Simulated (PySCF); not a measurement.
Species: C₆H₁₃GeN.
Cartesian coordinates in Å at the PBE0-D3(BJ)/def2-SVP level; atoms count from 1:
```
atom  x, y, z in Å
C1     2.2198    1.4471    0.0649
C2     1.7016    0.0261   -0.0884
C3     0.5012   -0.2804    0.8080
C4     0.0793   -1.7271    0.7760
C5    -1.1935   -2.0813    0.5434
C6    -2.2492   -1.0352    0.3107
Ge7   -1.1864    0.6157    0.2943
N8    -1.0641    1.2124   -1.4484
H9     1.4561    2.1905   -0.2174
H10    3.1013    1.6277   -0.5687
H11    2.5082    1.6586    1.1073
H12    1.4216   -0.1583   -1.1387
H13    2.5160   -0.6839    0.1445
H14    0.7613   -0.0042    1.8479
H15    0.8441   -2.4960    0.9440
H16   -1.4754   -3.1404    0.5269
H17   -3.0112   -1.0370    1.1082
H18   -2.7860   -1.1971   -0.6393
H19   -1.6700    1.7082    1.2811
H20   -1.9663    1.2837   -1.9127
H21   -0.5867    2.1028   -1.5621
```

Method: TDDFT B3LYP/def2-SVPD, vertical, gas phase, core orbitals frozen in the response in PySCF 2.14.0, density-fitted response routines. Relativistic effects, spin–orbit coupling among them, are left out although an element past zinc is present.

Transition dipole moments from the ground state, in atomic units and in the frame of the coordinates above (overall signs are arbitrary), for the states with f of 0.002 or more among the lowest 7:

| state | E (hartree) | μx | μy | μz |
| --- | --- | --- | --- | --- |
| S1 | 0.2185 | -0.123 | 0.175 | 0.185 |
| S2 | 0.2269 | -0.155 | -0.071 | -0.069 |
| S3 | 0.2317 | -0.005 | -0.131 | -0.077 |
| S4 | 0.2368 | 0.029 | -0.068 | 0.161 |
| S5 | 0.2432 | -0.283 | -0.218 | -0.122 |
| S6 | 0.2443 | -0.023 | 0.087 | 0.087 |
| S7 | 0.2487 | -0.101 | -0.049 | 0.096 |

(1) Work out the oscillator strengths.

(2) What angle do the transition dipoles of S1 and S5 make?

(3) How is the summed strength of these states shared among x, y and z?

Answers

(1) f = (2/3) ΔE |μ|² with ΔE in hartree (27.2114 eV).

| state | \|μ\|² (au) | \|μ\| (D) | f |
| --- | --- | --- | --- |
| S1 | 0.080 | 0.72 | 0.012 |
| S2 | 0.034 | 0.47 | 0.005 |
| S3 | 0.023 | 0.39 | 0.004 |
| S4 | 0.031 | 0.45 | 0.005 |
| S5 | 0.142 | 0.96 | 0.023 |
| S6 | 0.016 | 0.32 | 0.003 |
| S7 | 0.022 | 0.37 | 0.004 |

(2) |cos θ| = |μa·μb| / (|μa| |μb|) = 0.24, so θ ≈ 76° (taken between 0 and 90°, since the signs are arbitrary).

(3) (2/3) Σ ΔE μα² gives 0.021 for x, 0.018 for y and 0.016 for z, 0.055 in all.

The vertical ionisation energy (ΔSCF) is 8.70 eV, 1.93 eV above S7.

One conformer stands for the species.
